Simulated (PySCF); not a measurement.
# CaCl⁺ from Hartree–Fock to correlated methods

State: ¹Σ⁺ (singlet), closed shell. Set-up: PySCF, spin-free X2C with a Gaussian nucleus, basis sets Ca x2c-SVPall, Cl x2c-SVPall. De refers to Ca⁺ + Cl in their high-spin ground configurations, without counterpoise correction. A positive dipole points towards Cl; it is taken about the centre of mass and depends on that origin.

```
      Level  Re (Å)  ωe (cm⁻¹)  De (eV)   μ (D)  CPU s a point (SCF and correlation, without the integrals)
        RHF   2.383        442     3.00  -12.25                                                       0.025
    RHF-MP2   2.365        441     3.77     n/a                                                       0.036
RHF-SCS-MP2   2.369        440     3.70     n/a                                                         n/a
   RHF-CCSD   2.369        439     3.62     n/a                                                         n/a
RHF-CCSD(T)   2.370        437     3.68     n/a                                                        0.23
        PBE   2.321        454     4.71   -9.90                                                        0.29
     revPBE   2.332        447     4.58  -10.02                                                        0.22
     r²SCAN   2.327        459     4.72  -10.53                                                        0.39
       PBE0   2.321        460     4.48  -10.55                                                        0.52
        M06   2.323        465      n/a  -10.55                                                        0.42
     M06-2X   2.340        454     4.43  -11.09                                                        0.42
      ωB97X   2.330        459     4.68  -11.06                                                        0.39
```

Q: Which functional lies closest to RHF-CCSD(T) in De, which farthest, and by how much do they differ from it?

A: Closest is M06-2X (-3.0 pm in Re, +3.9 % in ωe, +0.75 eV in De against RHF-CCSD(T) in the same basis), farthest r²SCAN (-4.3 pm in Re, +5.0 % in ωe, +1.04 eV in De). CCSD(T) converges more slowly with the basis than the functionals do and binds too weakly in this one, so the order can change at the basis-set limit.

Q: What does a quarter of exact exchange do here, going from PBE to PBE0?

A: PBE0 less PBE: +0.0 pm in Re, +1.3 % in ωe, -0.23 eV in De. Exact exchange removes part of the self-interaction that spreads semilocal densities, and in most molecules shortens and stiffens the bond and lowers De; so it does here.

Q: What does the triples do here, going from RHF-CCSD to RHF-CCSD(T)?

A: RHF-CCSD(T) less RHF-CCSD: +0.1 pm in Re, -0.5 % in ωe, +0.06 eV in De. Correlation nearly always deepens the well. The bond length hardly moves.

Correlated steps freeze 10 core orbitals. Correlated levels converge slowly with the basis: in double zeta they bind strong bonds too weakly, by up to about 1 eV, and carry superposition errors of some tenths. For an ion De counts to the pair picked by the measured ionisation energies or electron affinities, which need not be the lowest pair at this level. Where the molecule has an RHF reference, its open-shell atoms are computed with UHF.

The whole job (state search and all levels along the bond) took about 0.79 min on 1 thread of Intel Xeon 6975P-C (shared host), peak memory 0.47 GiB.
